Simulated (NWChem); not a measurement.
# Correlation energy of CClF

```xyz
3

F      0.2527    -1.4738     0.0000
C     -0.6854    -0.5857     0.0000
Cl     0.1081     0.9870     0.0000
```
Charge 0, spin multiplicity 1.

Everything below was run with NWChem. The geometry was optimised at B3LYP/def2-SVP, a minimum by its harmonic frequencies.

Basis set: 3-21G. Each correlation energy counts from its own Hartree-Fock reference.

The correlated methods keep 7 core orbitals frozen. The structure started from a generated list of species. No row is a measurement; the coupled-cluster row has its own basis-set and correlation limits.

Question: Order these methods by the correlation energy they give, lowest first: CR-CCSD[T], MP2, CCSD, CCSD+T(CCSD), CR-CCSD(T).

Answer: CCSD+T(CCSD) (-267.4 mHa), CR-CCSD[T] (-265.8 mHa), CR-CCSD(T) (-264.2 mHa), CCSD (-257.3 mHa), MP2 (-243.1 mHa)
